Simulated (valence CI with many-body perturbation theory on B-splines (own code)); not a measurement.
**E1 transitions of Cs40+**

Calculated by relativistic CI+MBPT: five valence electrons over a frozen Dirac-Fock core [Ne], a basis of 9 s, 9 p, 8 d, 6 f, 3 g, 1 h functions for each j, with the one-electron correlation potential Σ1, the two-electron term Σ2, the three-electron term Σ3, Breit, model QED; selected CI, second order for the rest (own B-spline code, finite nucleus).

No measured spectrum was set against this ion. As an estimate, large intervals hold to a few tenths of a per cent, small ones and those within an open d or f shell to about a per cent. Among the levels kept, up to 610 cm⁻¹ of a level comes from second order outside the variational space, and about a tenth of that is noise between levels of different J, which matters for small intervals.

Lines 101 to 150 of 225 in falling wavelength, among levels below 384.75 eV, chosen from the strongest by gf and those to the six lowest levels. Wavelengths and rates use the calculated energies. Electric multipoles are in the length gauge, E1 and E2 with the static RPA response of the core. Weak lines are less certain than strong ones. Lines between different terms over intervals too small for the method are left out, as are lines whose strength nearly cancels. The highest levels of a list are the least certain.

Levels are named by their leading jj configuration (3d3/2^4 stands for four electrons in 3d with j = 3/2), which in mixed levels can hold well under half, so a name can repeat and another be missing. Letters in brackets count levels of one name in rising energy.

```tsv
λ vac (nm)	Upper	Lower	A (s⁻¹)	S (a.u.)
8.561	(3s 3p1/2^2 3p3/2 3d3/2) J=5/2 [a]	(3s 3p1/2^2 3p3/2^2) J=5/2	3.66e+09	6.79e-03
8.486	(3s 3p1/2^2 3p3/2 3d5/2) J=7/2	(3s^2 3p1/2 3p3/2 3d3/2) J=5/2 [a]	2.77e+08	6.67e-04
8.479	(3s 3p1/2^2 3p3/2 3d3/2) J=3/2 [a]	(3s 3p1/2^2 3p3/2^2) J=5/2	4.01e+09	4.83e-03
8.459	(3s 3p1/2^2 3p3/2 3d3/2) J=3/2 [b]	(3s 3p1/2^2 3p3/2^2) J=3/2	3.77e+09	4.50e-03
8.451	(3s^2 3p1/2 3p3/2 3d3/2) J=5/2 [a]	(3s^2 3p1/2 3p3/2^2) J=5/2	1.06e+09	1.90e-03
8.406	(3s 3p1/2^2 3p3/2 3d3/2) J=3/2 [b]	(3s 3p1/2^2 3p3/2^2) J=1/2	8.25e+08	9.67e-04
8.395	(3s^2 3p1/2 3p3/2 3d3/2) J=3/2 [a]	(3s^2 3p1/2 3p3/2^2) J=5/2	2.28e+09	2.66e-03
8.297	(3s 3p1/2^2 3p3/2 3d3/2) J=7/2	(3s 3p1/2^2 3p3/2^2) J=5/2	1.16e+09	2.63e-03
8.014	(3s^2 3p1/2 3p3/2 3d3/2) J=7/2	(3s^2 3p1/2 3p3/2^2) J=5/2	1.42e+07	2.89e-05
7.995	(3s^2 3p1/2 3p3/2 3d3/2) J=5/2 [a]	(3s^2 3p1/2 3p3/2^2) J=3/2	7.88e+07	1.19e-04
7.972	(3s^2 3p1/2^2 3d3/2) J=3/2	(3s^2 3p1/2^2 3p3/2) J=3/2	2.17e+09	2.17e-03
7.960	(3s^2 3p1/2 3p3/2 3d5/2) J=3/2 [a]	(3s^2 3p1/2 3p3/2^2) J=1/2	1.35e+08	1.34e-04
7.945	(3s^2 3p1/2 3p3/2 3d3/2) J=3/2 [a]	(3s^2 3p1/2 3p3/2^2) J=3/2	1.36e+08	1.35e-04
7.915	(3s^2 3p1/2 3p3/2 3d3/2) J=1/2 [a]	(3s^2 3p1/2 3p3/2^2) J=3/2	5.23e+08	2.56e-04
7.780	(3s 3p1/2^2 3p3/2 3d3/2) J=5/2 [b]	(3s 3p1/2^2 3p3/2^2) J=3/2	6.61e+08	9.21e-04
7.732	(3s 3p1/2^2 3p3/2 3d5/2) J=5/2	(3s 3p1/2^2 3p3/2^2) J=3/2	1.27e+09	1.74e-03
7.648	(3s 3p1/2^2 3p3/2 3d3/2) J=1/2 [b]	(3s 3p1/2^2 3p3/2^2) J=3/2	1.19e+09	5.25e-04
7.609	(3s 3p1/2^2 3p3/2 3d3/2) J=5/2 [a]	(3s^2 3p1/2^2 3d5/2) J=5/2	6.34e+08	8.27e-04
7.605	(3s 3p1/2^2 3p3/2 3d3/2) J=1/2 [b]	(3s 3p1/2^2 3p3/2^2) J=1/2	2.34e+09	1.02e-03
7.545	(3s 3p1/2^2 3p3/2 3d3/2) J=3/2 [a]	(3s^2 3p1/2^2 3d5/2) J=5/2	2.73e+09	2.31e-03
7.492	(3s 3p1/2^2 3p3/2 3d5/2) J=3/2	(3s 3p1/2^2 3p3/2^2) J=3/2	1.91e+09	1.58e-03
7.466	(3s^2 3p1/2 3p3/2 3d5/2) J=3/2 [a]	(3s^2 3p1/2 3p3/2^2) J=5/2	6.79e+07	5.58e-05
7.460	(3s^2 3p3/2^2 3d3/2) J=5/2	(3s^2 3p3/2^3) J=3/2	3.16e+09	3.88e-03
7.451	(3s 3p1/2^2 3p3/2 3d5/2) J=3/2	(3s 3p1/2^2 3p3/2^2) J=1/2	1.55e+09	1.26e-03
7.442	(3s^2 3p3/2^2 3d3/2) J=1/2	(3s^2 3p3/2^3) J=3/2	1.19e+09	4.84e-04
7.433	(3s^2 3p1/2 3p3/2 3d5/2) J=7/2 [a]	(3s^2 3p1/2 3p3/2^2) J=5/2	2.58e+08	4.18e-04
7.415	(3s^2 3p3/2^2 3d3/2) J=3/2 [a]	(3s^2 3p3/2^3) J=3/2	9.97e+07	8.02e-05
7.400	(3s 3p1/2^2 3p3/2 3d3/2) J=7/2	(3s^2 3p1/2^2 3d5/2) J=5/2	1.92e+09	3.08e-03
7.328	(3s^2 3p1/2 3p3/2 3d3/2) J=3/2 [b]	(3s^2 3p1/2 3p3/2^2) J=1/2	5.60e+07	4.35e-05
7.328	(3s^2 3p1/2 3p3/2 3d3/2) J=1/2 [b]	(3s^2 3p1/2 3p3/2^2) J=1/2	7.15e+08	2.78e-04
7.302	(3s^2 3p3/2^2 3d5/2) J=1/2	(3s^2 3p3/2^3) J=3/2	9.29e+06	3.57e-06
7.236	(3s^2 3p1/2 3p3/2 3d5/2) J=5/2 [a]	(3s^2 3p1/2 3p3/2^2) J=5/2	1.16e+09	1.30e-03
7.108	(3s^2 3p1/2 3p3/2 3d5/2) J=3/2 [a]	(3s^2 3p1/2 3p3/2^2) J=3/2	1.21e+09	8.55e-04
7.076	(3s^2 3p1/2 3p3/2 3d3/2) J=5/2 [b]	(3s^2 3p1/2 3p3/2^2) J=5/2	4.22e+09	4.43e-03
7.065	(3s 3p1/2^2 3p3/2 3d5/2) J=5/2	(3s 3p1/2^2 3p3/2^2) J=5/2	5.30e+09	5.53e-03
7.030	(3s^2 3p1/2^2 3d5/2) J=5/2	(3s^2 3p1/2^2 3p3/2) J=3/2	6.21e+09	6.39e-03
6.907	(3s^2 3p1/2 3p3/2 3d3/2) J=3/2 [b]	(3s^2 3p1/2 3p3/2^2) J=5/2	1.06e+09	6.92e-04
6.899	(3s^2 3p1/2 3p3/2 3d5/2) J=5/2 [a]	(3s^2 3p1/2 3p3/2^2) J=3/2	7.10e+09	6.90e-03
6.895	(3s 3p1/2^2 3p3/2 3d3/2) J=3/2 [b]	(3s^2 3p1/2^2 3d5/2) J=5/2	5.08e+09	3.29e-03
6.864	(3s 3p1/2^2 3p3/2 3d5/2) J=3/2	(3s 3p1/2^2 3p3/2^2) J=5/2	2.59e+09	1.65e-03
6.840	(3s^2 3p3/2^2 3d3/2) J=3/2 [b]	(3s^2 3p3/2^3) J=3/2	7.99e+09	5.05e-03
6.782	(3s^2 3p1/2 3p3/2 3d5/2) J=3/2 [b]	(3s^2 3p1/2 3p3/2^2) J=1/2	1.17e+10	7.21e-03
6.754	(3s^2 3p1/2 3p3/2 3d3/2) J=5/2 [b]	(3s^2 3p1/2 3p3/2^2) J=3/2	8.50e+09	7.76e-03
6.747	(3s 3p1/2^2 3p3/2 3d3/2) J=5/2 [a]	(3s^2 3p1/2^2 3d3/2) J=3/2	3.49e+08	3.18e-04
6.711	(3s 3p1/2^2 3p3/2 3d5/2) J=7/2	(3s 3p1/2^2 3p3/2^2) J=5/2	4.51e+10	5.38e-02
6.696	(3s 3p1/2^2 3p3/2 3d3/2) J=3/2 [a]	(3s^2 3p1/2^2 3d3/2) J=3/2	2.39e+09	1.42e-03
6.682	(3s^2 3p1/2 3p3/2 3d5/2) J=1/2	(3s^2 3p1/2 3p3/2^2) J=1/2	3.61e+10	1.06e-02
6.673	(3s 3p1/2^2 3p3/2 3d3/2) J=1/2 [a]	(3s^2 3p1/2^2 3d3/2) J=3/2	4.87e+08	1.43e-04
6.600	(3s^2 3p1/2 3p3/2 3d3/2) J=3/2 [b]	(3s^2 3p1/2 3p3/2^2) J=3/2	8.24e+08	4.68e-04
6.600	(3s^2 3p1/2 3p3/2 3d3/2) J=1/2 [b]	(3s^2 3p1/2 3p3/2^2) J=3/2	2.00e+07	5.67e-06
```
